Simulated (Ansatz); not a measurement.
Cost and result for the atomization energy of C₃H₃LiO₂, SMILES `[Li-]1[O]C=CC=[O+]1` (9 atoms, 9 bonds).

Z-matrix (Å, degrees):
```
Li
C 1 2.596
C 1 2.596 2 57.0
O 1 1.782 2 25.7 3 179.9
O 1 1.782 2 82.7 3 0.0
C 2 1.400 1 89.3 3 0.0
H 2 1.102 1 154.8 3 180.0
H 3 1.102 1 154.8 2 -180.0
H 6 1.083 2 117.8 1 180.0
```

The species carries charge 0 and has multiplicity 1. Correlated methods include outer-core shells of Li, which these sets cover unevenly. Geometry: relaxed with PBE0-D4/def2-TZVP. Program: Ansatz. Hardware: A = 2 threads of a server CPU on a shared host; B = 2 threads of an AMD EPYC 7R13 on a shared host and a share of an NVIDIA H100 80 GB. Times are those of one run each, without the atoms' runs, and a repeat can differ threefold. Electronic energies, without spin–orbit coupling; frozen cores. CCSD(T)/CBS adds CCSD(T) − MP2 in def2-TZVPP to the MP2 limit, and its time is that of the two runs behind it. T1 = 0.018. With those shells the extrapolation isn't a true limit. B3LYP takes the VWN-RPA correlation (the form of Gaussian; ORCA's B3LYP/G).

CCSD(T)/CBS is a level of theory with its own doubt, some kJ/mol a heavy atom from the limit and from the frozen cores, so smaller differences don't rank the functionals.

```json
{"level": "BLYP-D4/def2-TZVPP [A]", "functions": "216", "wall time": "3.2 s", "atomization (kJ/mol)": "4055.1", "difference from CCSD(T)/CBS": "60.9", "per bond": "6.8"}
{"level": "PBE0-D4/def2-TZVPP [A]", "functions": "216", "wall time": "3.7 s", "atomization (kJ/mol)": "4033.8", "difference from CCSD(T)/CBS": "39.6", "per bond": "4.4"}
{"level": "PBE-D4/def2-TZVPP (with forces) [A]", "functions": "216", "wall time": "3.9 s", "atomization (kJ/mol)": "4170.3", "difference from CCSD(T)/CBS": "176.1", "per bond": "19.6"}
{"level": "BHLYP-D4/def2-TZVPP [A]", "functions": "216", "wall time": "4.5 s", "atomization (kJ/mol)": "3828.3", "difference from CCSD(T)/CBS": "-165.9", "per bond": "-18.4"}
{"level": "CAM-B3LYP-D4/def2-TZVPP [A]", "functions": "216", "wall time": "4.9 s", "atomization (kJ/mol)": "4027.9", "difference from CCSD(T)/CBS": "33.7", "per bond": "3.7"}
{"level": "B3LYP-D4/def2-TZVPP (with forces) [A]", "functions": "216", "wall time": "6 s", "atomization (kJ/mol)": "4013.4", "difference from CCSD(T)/CBS": "19.2", "per bond": "2.1"}
{"level": "r2SCAN-D4/def2-TZVPP (with forces) [A]", "functions": "216", "wall time": "6.5 s", "atomization (kJ/mol)": "4035.2", "difference from CCSD(T)/CBS": "41.0", "per bond": "4.5"}
{"level": "CCSD(T)/def2-SVP [A]", "functions": "94", "wall time": "8.1 s", "atomization (kJ/mol)": "3818.0", "difference from CCSD(T)/CBS": "-176.2", "per bond": "-19.6"}
{"level": "PBE-QIDH/def2-TZVPP [A]", "functions": "216", "wall time": "8.5 s", "atomization (kJ/mol)": "3975.8", "difference from CCSD(T)/CBS": "-18.4", "per bond": "-2.0"}
{"level": "CCSD(T)/def2-TZVPP [B]", "functions": "216", "wall time": "10 s", "atomization (kJ/mol)": "3875.4", "difference from CCSD(T)/CBS": "-118.8", "per bond": "-13.2"}
{"level": "B97M-V/def2-TZVPP [A]", "functions": "216", "wall time": "12 s", "atomization (kJ/mol)": "4019.7", "difference from CCSD(T)/CBS": "25.5", "per bond": "2.8"}
{"level": "CCSD(T)/def2-QZVPP [B]", "functions": "410", "wall time": "19 s", "atomization (kJ/mol)": "3946.0", "difference from CCSD(T)/CBS": "-48.2", "per bond": "-5.4"}
{"level": "CCSD(T)/CBS(def2)", "functions": "–", "wall time": "29 s", "atomization (kJ/mol)": "3994.2", "difference from CCSD(T)/CBS": "0.0", "per bond": "0.0"}
```

The D4 term adds +28.4 kJ/mol with B3LYP and +14.6 kJ/mol with PBE0; it sums over pairs of atoms, weighted by their polarisabilities, and B3LYP, whose exchange is more repulsive, gets the larger term. At CCSD(T), def2-SVP lies −176.2 kJ/mol from the extrapolated value and def2-TZVPP −118.8 kJ/mol: correlation converges slowly with the basis, and small sets miss more of it in the bonded molecule than in its fragments. From BLYP to BHLYP (50 % exact exchange), in def2-TZVPP and without D4, the atomization energy moves by −207.1 kJ/mol: exact exchange takes away binding that semilocal exchange gives to molecules.
